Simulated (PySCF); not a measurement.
SMILES B([SiH2]C)(O)O (CH7BO2Si), GFN2-xTB optimised geometry.

```
12

C      1.58    -1.19     0.09
Si     0.91     0.60     0.00
B     -1.07     0.60     0.00
O     -1.71     1.79     0.00
O     -1.88    -0.51     0.00
H      1.26    -1.79    -0.77
H      1.25    -1.71     0.99
H      2.67    -1.20     0.09
H      1.52     1.32     1.13
H      1.51     1.20    -1.20
H     -2.67     1.73     0.00
H     -1.45    -1.36     0.00
```

Density from PBE0/def2-TZVP (PySCF 2.14.0) at that geometry.

Minimum of the electron density along straight lines between bonded atoms, close to the bond critical point (lines longer than 1.1 times the sum of covalent radii, or with two minima, are not listed):

```json
[
 {"bond": "C1–Si2", "length / Å": "1.915", "ρ at the minimum / e bohr⁻³": "0.112", "∇²ρ there / e bohr⁻⁵": "0.17", "position (fraction from the first atom)": "0.61"},
 {"bond": "Si2–B3", "length / Å": "1.979", "ρ at the minimum / e bohr⁻³": "0.118", "∇²ρ there / e bohr⁻⁵": "-0.01", "position (fraction from the first atom)": "0.38"},
 {"bond": "B3–O4", "length / Å": "1.350", "ρ at the minimum / e bohr⁻³": "0.215", "∇²ρ there / e bohr⁻⁵": "1.01", "position (fraction from the first atom)": "0.33"},
 {"bond": "B3–O5", "length / Å": "1.366", "ρ at the minimum / e bohr⁻³": "0.205", "∇²ρ there / e bohr⁻⁵": "0.95", "position (fraction from the first atom)": "0.33"},
 {"bond": "C1–H6", "length / Å": "1.088", "ρ at the minimum / e bohr⁻³": "0.273", "∇²ρ there / e bohr⁻⁵": "-0.91", "position (fraction from the first atom)": "0.64"},
 {"bond": "C1–H7", "length / Å": "1.088", "ρ at the minimum / e bohr⁻³": "0.273", "∇²ρ there / e bohr⁻⁵": "-0.91", "position (fraction from the first atom)": "0.64"},
 {"bond": "C1–H8", "length / Å": "1.085", "ρ at the minimum / e bohr⁻³": "0.276", "∇²ρ there / e bohr⁻⁵": "-0.93", "position (fraction from the first atom)": "0.64"},
 {"bond": "Si2–H9", "length / Å": "1.474", "ρ at the minimum / e bohr⁻³": "0.121", "∇²ρ there / e bohr⁻⁵": "0.18", "position (fraction from the first atom)": "0.49"},
 {"bond": "Si2–H10", "length / Å": "1.475", "ρ at the minimum / e bohr⁻³": "0.120", "∇²ρ there / e bohr⁻⁵": "0.18", "position (fraction from the first atom)": "0.49"},
 {"bond": "O4–H11", "length / Å": "0.961", "ρ at the minimum / e bohr⁻³": "0.359", "∇²ρ there / e bohr⁻⁵": "-2.47", "position (fraction from the first atom)": "0.81"},
 {"bond": "O5–H12", "length / Å": "0.955", "ρ at the minimum / e bohr⁻³": "0.365", "∇²ρ there / e bohr⁻⁵": "-2.54", "position (fraction from the first atom)": "0.81"}
]
```
